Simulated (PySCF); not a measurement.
CH₃Cl₂Si, SMILES C[Si](Cl)Cl, multiplicity 2. Atoms are numbered in the order given.

```xyz
7

C      0.2539     2.0283     0.0000
Si    -0.5143     0.3214     0.0000
Cl     0.1304    -0.6991     1.6867
Cl     0.1304    -0.6991    -1.6867
H      1.3514     1.9298     0.0000
H     -0.0548     2.5855     0.8967
H     -0.0548     2.5855    -0.8967
```
Charge 0, spin multiplicity 2.

Geometry: PBE0-D3(BJ)/def2-SVP. The isomer is the one that the SMILES or the coordinates give; other isomers of the formula were not compared.

Level of theory: PBE0/def2-TZVPD run with PySCF.

Mulliken values depend strongly on the basis, most of all with diffuse functions as here. ESP charges are fitted to the potential on shells at 1.4 to 2.0 van der Waals radii. Atomic charges (e):

```
atom  Mulliken  ESP fit  meta-Löwdin  Mulliken spin
----  --------  -------  -----------  -------------
C1       -0.59    -0.58        -0.60           0.09
Si2       0.52     0.21         0.71           0.76
Cl3      -0.27    -0.11        -0.28           0.07
Cl4      -0.27    -0.11        -0.28           0.07
H5        0.19     0.20         0.15           0.03
H6        0.22     0.20         0.15          -0.01
H7        0.22     0.20         0.15          -0.01
```
